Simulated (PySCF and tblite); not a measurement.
The numbers below are computed, except where a source is named.
Stationary points of C4H8F2OSi at GFN2-xTB, in Å:

Structure A

```
 1 O     0.553    2.379    1.474
 2 C     0.981    1.265    1.565
 3 C     1.073    0.290    0.414
 4 F     1.405   -0.948    0.924
 5 C    -0.228    0.230   -0.381
 6 Si   -1.453   -0.972    0.490
 7 C    -0.005   -0.160   -1.833
 8 F     0.399   -1.467   -1.940
 9 H     1.354    0.848    2.518
10 H     1.922    0.591   -0.222
11 H    -0.635    1.245   -0.387
12 H    -0.953   -2.334    0.392
13 H    -2.731   -0.804   -0.204
14 H    -1.547   -0.518    1.878
15 H     0.774    0.445   -2.314
16 H    -0.938   -0.075   -2.399
```

Structure B

```
 1 O     0.034    0.617    2.360
 2 C     1.058    0.568    1.745
 3 C     1.145    0.591    0.238
 4 F     2.110   -0.330   -0.119
 5 C    -0.190    0.365   -0.480
 6 Si   -1.572   -0.482    0.575
 7 C     0.009   -0.430   -1.762
 8 F     0.072   -1.775   -1.492
 9 H     2.042    0.498    2.240
10 H     1.577    1.570   -0.037
11 H    -0.558    1.350   -0.775
12 H    -1.026   -1.556    1.390
13 H    -2.458   -1.073   -0.435
14 H    -2.334    0.549    1.270
15 H     0.936   -0.173   -2.286
16 H    -0.846   -0.291   -2.431
```

Structure C

```
 1 O     0.352   -0.450    2.065
 2 C     1.212    0.012    1.369
 3 C     0.892    0.959    0.249
 4 F     2.029    1.228   -0.489
 5 C    -0.234    0.391   -0.603
 6 Si   -1.729   -0.100    0.513
 7 C     0.271   -0.793   -1.409
 8 F     0.667   -1.815   -0.576
 9 H     2.280   -0.219    1.507
10 H     0.583    1.917    0.689
11 H    -0.538    1.155   -1.321
12 H    -1.657   -1.473    0.977
13 H    -2.849   -0.006   -0.443
14 H    -1.911    0.936    1.523
15 H     1.146   -0.538   -2.017
16 H    -0.522   -1.196   -2.046
```

Geometries: GFN2-xTB; energies: PBE0/pcSseg-1 + D3(BJ); zero-point and thermal terms from GFN2-xTB harmonic modes (soft modes blended into free rotors).

**Question.** Which structure is a saddle point, and along which motion?

**Answer.** B: one imaginary mode (43i cm⁻¹ at GFN2-xTB, mostly on F4, O1, F8), along the rotation about the C3–C5 bond (torsion C2–C3–C5–Si6 from 52° to -83°, falling).

**Question.** Give their symmetry and energies above the lowest.

**Answer.** A C1, 0.2 kcal/mol; B C1, 5.5 kcal/mol; C C1, 0.0 kcal/mol.
